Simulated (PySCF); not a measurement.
**TDDFT excited states: C5H10O2**

Isobutyl formate, C₅H₁₀O₂.
Structure used (GFN2-xTB), in Å, numbered top down from 1:
```
atom  x, y, z in Å
C1    -1.021   -1.329    0.251
C2    -0.485    0.100    0.268
C3    -1.605    1.106    0.020
C4     0.606    0.275   -0.793
O5     1.728   -0.583   -0.555
C6     2.646   -0.152    0.287
O7     2.657    0.890    0.874
H8    -0.218   -2.042    0.418
H9    -1.769   -1.461    1.028
H10   -1.480   -1.547   -0.711
H11   -0.036    0.304    1.246
H12   -2.055    0.940   -0.957
H13   -2.377    0.998    0.777
H14   -1.226    2.124    0.058
H15    0.954    1.313   -0.804
H16    0.234   -0.006   -1.781
H17    3.438   -0.917    0.365
```

Computed, not measured: TDDFT B3LYP/def2-SVPD, vertical, gas phase, core orbitals frozen in the response in PySCF 2.14.0, density-fitted response routines.

```
state  λ (nm)  E (eV)       f  |μ| (D)  main configurations (H = HOMO, L = LUMO)
   S1   210.2    5.90  0.0017     0.28                                 H→L (97%)
   S2   164.1    7.55   0.064     1.49                  H-1→L (60%), H→L+1 (29%)
   S3   159.4    7.78   0.050     1.31                  H→L+1 (61%), H-1→L (30%)
   S4   155.7    7.96  0.0013     0.21                  H-2→L (76%), H-5→L (10%)
   S5   152.9    8.11   0.021     0.82                             H-1→L+1 (88%)
   S6   151.9    8.16   0.027     0.94                 H→L+2 (79%), H-1→L+1 (8%)
   S7   148.9    8.33  0.0003     0.11                  H-3→L (80%), H-2→L (14%)
   S8   147.3    8.42  0.0029     0.30                               H→L+3 (84%)
```

Triplets, Tamm–Dancoff:

| state | E (eV) | λ (nm) | main configurations (H = HOMO, L = LUMO) |
| --- | --- | --- | --- |
| T1 | 5.35 | 231.8 | H→L (97%) |
| T2 | 5.97 | 207.8 | H-1→L (80%), H-4→L (13%) |
| T3 | 7.60 | 163.2 | H→L+1 (80%), H→L+2 (11%) |

The lowest singlet comes at 210 nm (569 kJ/mol) in the ultraviolet; it is very weak; its leading configuration is HOMO→LUMO (97%). The most intense listed level is S2 at 7.55 eV (164 nm, f = 0.064), 1.65 eV above S1. S1 has the pattern of n→π* at C=O. Weighted by f, the mean energy of these states is 7.79 eV. The listed states span 2.52 eV, and the widest gap between neighbours is 1.65 eV (S1 to S2). Orbital energies (eV): HOMO-3 -9.50, HOMO-2 -9.29, HOMO-1 -8.56, HOMO -8.07, LUMO -0.27, LUMO+1 0.38, LUMO+2 0.90. The window holds the lowest 8 singlets.

One conformer stands for the species.
